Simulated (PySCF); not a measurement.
C5H4F2O, SMILES C=C=CO/C(F)=C\F. Coordinates come from a B3LYP-D3(BJ)/def2-SVP optimisation. The structure was generated by enumeration; whether it is a known compound was not checked. Other conformers were not sampled.

Computed equilibrium geometry at B3LYP-D3(BJ)/def2-SVP (PySCF confirms it by a frequency run) as bond lengths and angles (one conformer of several):
Atoms: C1 C2 C3 O4 C5 F6 C7 F8 H9 H10 H11 H12. Bond lengths (Å): C1–C2 1.309, C1–H9 1.097, C1–H10 1.097, C2–C3 1.311, C3–O4 1.391, C3–H11 1.092, O4–C5 1.341, C5–F6 1.336, C5–C7 1.334, C7–F8 1.335, C7–H12 1.091. Angles (°): C2–C1–H9 121.5, C2–C1–H10 121.6, H9–C1–H10 116.9, C1–C2–C3 179.1, C2–C3–O4 125.8, C2–C3–H11 123.8, O4–C3–H11 110.4, C3–O4–C5 118.4, O4–C5–F6 114.9, O4–C5–C7 124.7, F6–C5–C7 120.4, C5–C7–F8 121.3, C5–C7–H12 122.8, F8–C7–H12 115.9.
Charge 0, spin multiplicity 1.
